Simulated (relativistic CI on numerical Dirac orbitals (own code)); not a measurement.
**Tc³⁺ (4d4) in a crystal field**

Calculated by Dirac-Coulomb-Breit CI, orbitals from a KLI potential per configuration, model QED (radiative potential, 1s self-energy scaled to tabulated hydrogen-like ionisation energies), valence Slater integrals scaled by 0.9, one configuration in a parametric crystal field (own radial code). With so little scaling, terms lie 10 to 35 % too far apart, which can change the order of excited levels.

Field parameters in Wybourne normalisation: Td as Oh with Dq negative (B⁴₀ = 21Dq, B⁴₄ = √(5/14) B⁴₀). The field is a parameter set, without covalency.

S and J are read from ⟨S²⟩ = S(S + 1) and ⟨J²⟩ = J(J + 1) of each level; they are not fictitious spins.

Td, 10Dq = -2650 cm⁻¹, the lowest 16 levels:

```tsv
E (cm⁻¹)	Degeneracy	Irrep	S	J
0.0	1	A1	1.99	1.14
242	3	T1	1.99	1.67
507	3	T2	2.00	2.24
995	2	E	1.99	2.71
1186	3	T1	2.00	3.11
1631	3	T2	1.99	3.58
3690	1	A2	1.99	3.00
3792	3	T2	1.99	3.31
3879	2	E	1.99	3.53
3931	3	T1	1.99	3.63
3981	1	A1	1.99	3.72
13731	1	A1	0.97	3.33
14795	3	T1	1.00	3.91
14986	2	E	0.99	4.08
15352	3	T2	1.00	4.62
15863	3	T1	0.98	4.63
```

Td, 10Dq = -19650 cm⁻¹, the lowest 16 levels:

| E (cm⁻¹) | Degeneracy | Irrep | S | J |
| --- | --- | --- | --- | --- |
| 0.0 | 1 | A1 | 0.08 | 4.57 |
| 9964 | 1 | A1 | 1.34 | 3.21 |
| 10209 | 3 | T1 | 1.33 | 3.37 |
| 10977 | 3 | T2 | 1.38 | 3.54 |
| 11301 | 2 | E | 1.16 | 3.90 |
| 12821 | 3 | T1 | 1.95 | 3.17 |
| 13009 | 3 | T2 | 1.74 | 3.04 |
| 13063 | 2 | E | 1.84 | 3.27 |
| 13173 | 3 | T1 | 1.77 | 2.91 |
| 13299 | 1 | A1 | 1.74 | 2.73 |
| 13358 | 3 | T2 | 1.93 | 3.76 |
| 15345 | 1 | A2 | 1.00 | 3.86 |
| 15925 | 3 | T2 | 1.09 | 4.10 |
| 16253 | 3 | T1 | 0.96 | 4.39 |
| 16748 | 2 | E | 1.08 | 4.31 |
| 18360 | 3 | T1 | 0.31 | 5.07 |

Td, 10Dq = -17550 cm⁻¹, the lowest 10 levels:

| E (cm⁻¹) | Degeneracy | Irrep | S | J |
| --- | --- | --- | --- | --- |
| 0.0 | 1 | A1 | 0.12 | 4.55 |
| 7131 | 1 | A1 | 1.66 | 2.76 |
| 7349 | 3 | T1 | 1.68 | 2.85 |
| 7879 | 3 | T2 | 1.82 | 2.76 |
| 8554 | 2 | E | 1.77 | 3.48 |
| 8922 | 3 | T1 | 1.97 | 3.23 |
| 9423 | 3 | T2 | 1.97 | 3.76 |
| 9922 | 2 | E | 1.30 | 3.70 |
| 10055 | 3 | T1 | 1.44 | 3.31 |
| 10174 | 3 | T2 | 1.27 | 3.77 |

Td, 10Dq = -15400 cm⁻¹, the lowest 16 levels:

```tsv
E (cm⁻¹)	Degeneracy	Irrep	S	J
0.0	1	A1	0.23	4.49
3732	1	A1	1.84	2.45
3844	3	T1	1.89	2.45
4149	3	T2	1.95	2.46
4830	2	E	1.95	3.25
4980	3	T1	1.99	3.24
5471	3	T2	1.99	3.75
7623	3	T1	1.17	3.60
7754	2	E	1.05	3.91
7864	1	A1	1.14	3.51
7982	3	T2	1.08	4.00
11061	1	A2	1.00	3.93
11539	3	T2	1.02	4.21
11881	3	T1	0.93	4.43
12348	2	E	1.02	4.41
14381	3	T1	0.29	5.11
```

Td, 10Dq = -13300 cm⁻¹, the lowest 10 levels:

```csv
E (cm⁻¹),Degeneracy,Irrep,S,J
0.0,1,A1,1.33,3.39
726,3,T1,1.95,2.30
940,3,T2,1.98,2.38
1187,1,A1,1.28,3.61
1602,2,E,1.98,3.19
1707,3,T1,1.99,3.23
2189,3,T2,1.99,3.75
6122,3,T1,1.08,3.70
6385,2,E,1.02,3.95
6511,1,A1,0.99,3.69
```

The free-ion ground term has S = 2. The field overcomes the spin-pairing energy for Td, 10Dq = -19650 cm⁻¹; Td, 10Dq = -17550 cm⁻¹; Td, 10Dq = -15400 cm⁻¹; Td, 10Dq = -13300 cm⁻¹, where the ground state has lower spin; these fields are assumed values.

Levels of this model without a field, named by their leading LS term: 5D_0 0, 5D_1 317, 5D_2 880, 5D_3 1619, 5D_4 2486, 3H_4 16133, 3P_0 16239, 3H_5 16866 cm⁻¹.
